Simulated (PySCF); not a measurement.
**Structure revision by computed shifts**

A compound C3H10N2Si gives the data below (simulated from a calculation) and was assigned the structure `C=N[SiH2]N(C)C`.

¹³C{¹H} NMR (computed): δ 170.4 (CH2), 29.4 (CH3), 0.8 (CH3).

¹H NMR (400 MHz, computed): δ 8.76 (d, 1H), 8.54 (d, 1H), 5.25 (q, 1H), 2.79 (s, 3H), 0.17 (br s, 1H), 0.08 (d, 3H).

- structure optimised with GFN2-xTB
- PBE0/pcSseg-1 with gauge-including orbitals
- code: PySCF
- no solvent model, averaged over atoms made equivalent by symmetry, fast rotation or ring inversion, a single conformation, no relativistic terms

Shifts are taken against calculated references (same method and geometry level): ¹H, ¹³C vs TMS.

(1) Compare with the shifts computed for the proposed structure, pairing carbons in order of shift.

(2) Which isomer fits?

Results:

(1) Atoms are numbered as in `[CH2:1]=[N:2][SiH2:3][N:4]([CH3:5])[CH3:6]` (H(Xn): hydrogen on atom n).

```csv
atom,computed for proposal,given list,difference
C1,170.2,170.4,-0.2
C5,39.2,29.4,+9.8
C6,39.2,0.8,+38.4
```

The rms difference is 22.9 ppm and the largest +38.4 ppm at C6 (methyl carbon bonded to N). The proposal also would give 2 carbon signals, not 3. The proposal doesn't fit.

(2) `C=N[Si@@H](C)NC`.

- Carbon types of the structure: 1 × CH2, 2 × CH3, leaving 2 H on heteroatoms.
- δC 170.4: C=N carbon.
- δC 29.4: methyl carbon bonded to N; deshielded by the electronegative neighbour.
- δH 8.76, 8.54: hydrogen on a C=N carbon.
- δH 0.08: hydrogen on a methyl carbon bonded to Si; an electropositive neighbour shields it, as in TMS itself.

The data come from this structure; uniqueness wasn't tested.

OH and NH positions are those of a molecule without intermolecular hydrogen bonds; in solution they move with solvent, concentration and temperature, and exchange usually removes their couplings. Shifts are as computed. Against solution values, carbons near 30 ppm lie about +3 ppm off and those near 130 ppm about +5 ppm. Of 1211 compounds with measured shifts, 218 miss one by over three times the rms of a fit or turn the order of signals round; such compounds aren't used in these exercises. Multiplicities follow the n + 1 count of equivalent neighbours, as no J values were calculated; m marks all less simple cases, F and P coupling included.
